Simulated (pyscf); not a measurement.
germylene (GeH₂) [singlet] + F–GeH₃ -> F–GeH₂–GeH₃ (insertion; singlet surface; Ge–H broken, Ge–Ge, Ge–H formed). Optimised with ωB97X-D3(BJ)/def2-SVP in PySCF. Correlated levels are frozen-core, on RHF or UHF. ΔMP2 is the change of the MP2 total energy from the triple- to the quadruple-zeta basis. Energies in eV from the separated reactants.

```json
[
 {"level": "ωB97X-D3(BJ)/def2-TZVP", "barrier": "-0.33", "reaction energy": "-2.27"},
 {"level": "PBE/def2-TZVP", "barrier": "-0.44", "reaction energy": "-2.03"},
 {"level": "ωB97M-D3(BJ)/def2-TZVP", "barrier": "-0.09", "reaction energy": "-1.89"},
 {"level": "HF/def2-TZVP", "barrier": "0.56", "reaction energy": "-1.68"},
 {"level": "MP2/def2-QZVPP", "barrier": "?", "reaction energy": "-2.20"},
 {"level": "CCSD/def2-TZVPP", "barrier": "-0.07", "reaction energy": "-2.02"},
 {"level": "CCSD(T)/def2-TZVPP + ΔMP2(QZVPP)", "barrier": "?", "reaction energy": "?"}
]
```

Task: Complete the blanks.

Result: 
- MP2/def2-QZVPP, barrier: -0.32
- CCSD(T)/def2-TZVPP + ΔMP2(QZVPP), barrier: -0.22
- CCSD(T)/def2-TZVPP + ΔMP2(QZVPP), reaction energy: -2.06

On the reactant side the descent ends in an adduct with a Ge–Ge contact, 0.40 eV under the separated species and 0.07 eV under the saddle at ωB97X-D3(BJ)/def2-TZVP. At ωB97X-D3(BJ), PBE, ωB97M-D3(BJ), MP2, CCSD, CCSD(T) the saddle lies under the separated reactants, which points to a path from their complex (located at ωB97X-D3(BJ) alone). What is counted as formed (Ge–Ge) is already present as a longer contact in the reactant adduct; forming that adduct is a step of its own. This is the saddle that the search found; another between the same sides may lie lower. The CCSD(T) − MP2 part came from Ansatz, without density fitting, on the same reference. The frozen core leaves the outer d or s,p core shells of the metals and heavy elements correlated in the MP2 and CC values, and def2-TZVPP describes them poorly, which can shift differences by a few kcal/mol. Elements up to Kr have no core potential and no relativistic terms here.
